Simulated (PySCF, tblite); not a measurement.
Isomers of C4H9FO3Si. All values are computed: GFN2-xTB (tblite) harmonic vibrations without scaling, gas phase. Against measured fundamentals such values can be off by several per cent, at times by over 20. Modes of hydrogen on silicon can be 10 to 20 % off. One conformer each.

Electronic energies: PBE0/pcSseg-1 single points on the GFN2-xTB geometries (PySCF, gas phase).

| SMILES | electronic energy, lowest = 0 (kcal/mol) |
| --- | --- |
| CO[Si](O)(/C=C/F)OC | 0.0 |
| C[C@@H](O[SiH3])[C@H](F)C(=O)O | 40.7 |
| F[C@H]1CO[C@@H](O[SiH3])OC1 | 53.9 |
| CO[SiH2]O/C(=C\F)OC | 57.1 |
| OC[C@@H]1O[C@H](F)CO[SiH2]1 | 54.1 |
| CO[SiH2]O/C(=C/F)OC | 54.9 |
| C[C@@]1(OCF)CO[SiH2]O1 | 22.0 |
| COC(=O)O[SiH2][C@@H](C)F | 27.8 |

Problem. How do GFN2-xTB zero-point energies change the relative energies?

Solution. 
| SMILES | ZPE (kcal/mol) | of it from modes above 1550 cm⁻¹ | electronic (kcal/mol) | with ZPE, lowest = 0 (kcal/mol) | lowest mode (cm⁻¹) | rings |
| --- | --- | --- | --- | --- | --- | --- |
| CO[Si](O)(/C=C/F)OC | 81.9 | 42.0 | 0.0 | 0.0 | 26 | 0 |
| C[C@@]1(OCF)CO[SiH2]O1 | 82.3 | 36.7 | 22.0 | 22.4 | 46 | 1 |
| COC(=O)O[SiH2][C@@H](C)F | 80.4 | 39.3 | 27.8 | 26.3 | 19i | 0 |
| C[C@@H](O[SiH3])[C@H](F)C(=O)O | 79.4 | 38.6 | 40.7 | 38.2 | 45 | 0 |
| F[C@H]1CO[C@@H](O[SiH3])OC1 | 81.1 | 35.1 | 53.9 | 53.1 | 58 | 1 |
| OC[C@@H]1O[C@H](F)CO[SiH2]1 | 82.2 | 36.9 | 54.1 | 54.4 | 62 | 1 |
| CO[SiH2]O/C(=C/F)OC | 80.1 | 39.2 | 54.9 | 53.1 | 42 | 0 |
| CO[SiH2]O/C(=C\F)OC | 80.0 | 39.2 | 57.1 | 55.1 | 32 | 0 |

The zero-point energies span 2.9 kcal/mol, from `C[C@@H](O[SiH3])[C@H](F)C(=O)O` to `C[C@@]1(OCF)CO[SiH2]O1`. Slightly imaginary modes are left out of the zero-point energy: `COC(=O)O[SiH2][C@@H](C)F` 19.0i cm⁻¹. The lowest isomer stays, but the order above it changes.

Problem. And how do the electronic energies of GFN2-xTB itself compare?

Solution. `CO[Si](O)(/C=C/F)OC` 18.9; `C[C@@]1(OCF)CO[SiH2]O1` 0.0; `COC(=O)O[SiH2][C@@H](C)F` 26.9; `C[C@@H](O[SiH3])[C@H](F)C(=O)O` 35.7; `F[C@H]1CO[C@@H](O[SiH3])OC1` 25.9; `OC[C@@H]1O[C@H](F)CO[SiH2]1` 47.7; `CO[SiH2]O/C(=C/F)OC` 28.3; `CO[SiH2]O/C(=C\F)OC` 28.1 kcal/mol, lowest = 0. Against the energies above, taken from the same isomer `CO[Si](O)(/C=C/F)OC`, the largest difference is 47.9 kcal/mol.

Problem. What do entropy and thermal enthalpy add at 298.15 K and 1 bar (rigid rotor, harmonic oscillator, one conformer each)?

Solution. 
```
                        SMILES  point group  symmetry number  S (cal/(mol K))  H − H(0) (kcal/mol)  ZPE + H − H(0) − TS (kcal/mol)
           CO[Si](O)(/C=C/F)OC           C1                1            116.9                 8.88                            55.9
        C[C@@]1(OCF)CO[SiH2]O1           C1                1             98.5                 6.86                            59.8
C[C@@H](O[SiH3])[C@H](F)C(=O)O           C1                1            104.7                 7.64                            55.9
   F[C@H]1CO[C@@H](O[SiH3])OC1           C1                1             96.7                 6.62                            58.8
   OC[C@@H]1O[C@H](F)CO[SiH2]1           C1                1             97.0                 6.79                            60.1
           CO[SiH2]O/C(=C/F)OC           C1                1            111.1                 8.23                            55.2
           CO[SiH2]O/C(=C\F)OC           C1                1            111.7                 8.27                            55.0
```

Not tabulated: `COC(=O)O[SiH2][C@@H](C)F` (lowest mode only 19i cm⁻¹).
